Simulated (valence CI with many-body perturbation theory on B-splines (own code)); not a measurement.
**Tm XXXVII: calculated level list**

Method: configuration interaction combined with many-body perturbation theory (CI+MBPT): five valence electrons over a frozen Dirac-Fock core [Ar] 3d10, a basis of 9 s, 9 p, 8 d, 6 f, 3 g, 1 h functions for each j, with the one-electron correlation potential Σ1, the two-electron term Σ2, the three-electron term Σ3, Breit, model QED; selected CI, second order for the rest (own B-spline code, finite nucleus).

No measured spectrum was set against this ion. As an estimate, large intervals hold to a few tenths of a per cent, small ones and those within an open d or f shell to about a per cent. Among the levels kept, up to 310 cm⁻¹ of a level comes from second order outside the variational space, and about a tenth of that is noise between levels of different J, which matters for small intervals.

Levels 46 to 53 of 53, with energies above the lowest level, (4s^2 4p1/2^2 4p3/2) J=3/2. "Leading %" is the weight of the configuration and term that name the level; weights of strongly mixed levels are sums over their largest components and can fall short. In the jj column 3d3/2^4 stands for four electrons in 3d with j = 3/2.

```tsv
No.	Configuration	Term	J	E (eV)	Leading %	g	Second component	Leading jj
46	4s2.4p2.4d	2D	3/2	297.29	44	1.146	38 % 4s2.4p2.4d 2P	4s^2 4p3/2^2 4d5/2 (88 %)
47	4s.4p3.4d	4D°	1/2	298.12	52	0.554	21 % 4s.4p3.4d 2P°	4s 4p1/2^2 4p3/2 4d3/2 (90 %)
48	4p5	2P°	3/2	299.03	34	1.264	19 % 4s.4p3.4d 2P°	4s 4p1/2^2 4p3/2 4d5/2 (54 %)
49	4s.4p3.4d	4D°	5/2	299.35	32	1.392	18 % 4s.4p3.4d 4P°	4s 4p1/2^2 4p3/2 4d5/2 (91 %)
50	4s2.4p2.4d	2D	5/2	301.02	52	1.141	20 % 4s2.4p2.4d 2F	4s^2 4p3/2^2 4d5/2 (88 %)
51	4s.4p4	2S	1/2	302.73	23	1.734	22 % 4s.4p4 2P	4s 4p3/2^4 (61 %)
52	4s.4p3.4d	4D°	7/2	303.02	16	1.264	12 % 4s.4p3.4d 6D°	4s 4p1/2^2 4p3/2 4d5/2 (61 %)
53	4s.4p3.4d	2F°	7/2	308.62	34	1.140	21 % 4s.4p3.4d 2G°	4s 4p1/2^2 4p3/2 4d5/2 (80 %)
```
